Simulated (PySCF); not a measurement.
Cl$_{4}$Zr, charge -1, doublet, geometry from GFN2-xTB (such geometries of metal compounds can be far from the true shape) (the multiplicity is a formal guess) (core potentials on Zr). Base run: DF-M062X/def2-SVP run with PySCF.

PySCF was given this input:
```python
from pyscf import gto, scf, dft

mol = gto.Mole()
mol.atom = '''
    Zr    0.00000000    0.00000000    0.00000000
    Cl    1.86352882   -0.58540177   -1.27374508
    Cl    0.66962024    0.48253642    2.18096969
    Cl   -1.02067932    1.87758363   -0.93314247
    Cl   -1.51246974   -1.77471829    0.02591786
'''
mol.basis = 'def2-svp'
mol.ecp = {'Zr': 'def2-svp'}
mol.charge = -1
mol.spin = 1
mol.verbose = 4
mol.build()

mf = dft.UKS(mol)
mf.xc = 'm062x'
mf = mf.density_fit(auxbasis='def2-universal-jkfit')
mf.kernel()
mf.analyze()
```

Variants of this job, named by their change:

```tsv
change	ΔE vs base (µEh)	SCF cycles	<S^2>	outcome
base	0.0	23	0.752	converged
init_guess = 1e	105	40	0.752	converged
conv_tol_grad = 1e-7	-	50	-	not converged
level_shift = 1.0 (with mf.max_cycle = 100)	-	100	-	not converged
DIIS = EDIIS	-	50	-	not converged
level_shift = 0.3 (with mf.max_cycle = 100)	0.0	44	0.752	converged
conv_tol = 1e-4	1.7	6	0.752	converged
init_guess = sap	203	25	0.752	converged
diis_space = 2	-	50	-	not converged
DIIS = ADIIS	-	50	-	not converged
init_guess = huckel	267	33	0.752	converged
diis = off; damp = 0.3 (with mf.diis_start_cycle = 200; with mf.max_cycle = 150)	-	150	-	not converged
solver = newton	0.0	-	0.752	converged
```

Open shells are given as the SCF converged; they aren't shown to be the lowest states, and a large step between rows can be another state.
